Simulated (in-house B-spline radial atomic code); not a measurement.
**Ionising Tm with different functionals**

Computed with an all-electron radial atomic-structure program (B-spline basis): scalar-relativistic (spin-free X2C) Hamiltonian, Fermi nucleus of rms radius 5.2256 fm, spin-polarised at highest spin, spherical fractional occupations for the functionals, the average over the highest-spin determinants for Hartree-Fock. The ionisation energy is the difference of two self-consistent energies, [Xe] 4f13 6s2 → [Xe] 4f13 6s1, without Breit or QED terms; ε is the level of the shell that loses the electron (its least bound occupied spin orbital). There is no spin-orbit coupling in this Hamiltonian.

Hybrids are left out here: with spherical fractional occupations of an open shell their exact exchange keeps a self-interaction that integer-occupation calculations don't have.

```
           method          rung  ΔSCF (eV)  -ε(6s) (eV)
     Hartree-Fock  Hartree-Fock       5.07         5.27
         LDA VWN5           LDA       6.45         4.01
         LDA PW92           LDA       6.46         4.01
LDA exchange-only           LDA       5.39         3.18
              PBE           GGA       6.24         3.86
           PBEsol           GGA       6.21         3.88
             BLYP           GGA          ?            ?
             RPBE           GGA       6.18         3.80
             PW91           GGA       6.27         3.90
             BP86           GGA       6.38         4.00
             AM05           GGA       6.14         3.81
             OLYP           GGA       6.01         3.54
             TPSS      meta-GGA       6.07         3.82
             SCAN      meta-GGA       6.13         4.01
           r2SCAN      meta-GGA       6.01         3.94
          revTPSS      meta-GGA          ?            ?
```

Problem. What does revTPSS give?

Solution. ΔSCF 6.09 eV, and -ε(6s) = 3.87 eV.

Problem. What does BLYP give?

Solution. ΔSCF 6.27 eV, and -ε(6s) = 3.75 eV.

Problem. How do they compare with the NIST value?

Solution. NIST lists 6.184 eV (measured, ground level to ground level). Errors run from -1.12 to +0.27 eV; RPBE is closest (-0.01 eV), but part of that can be cancellation, since the calculations leave out spin-orbit coupling, Breit-QED terms, multiplet and fine-structure energies. Hartree-Fock also lacks correlation.
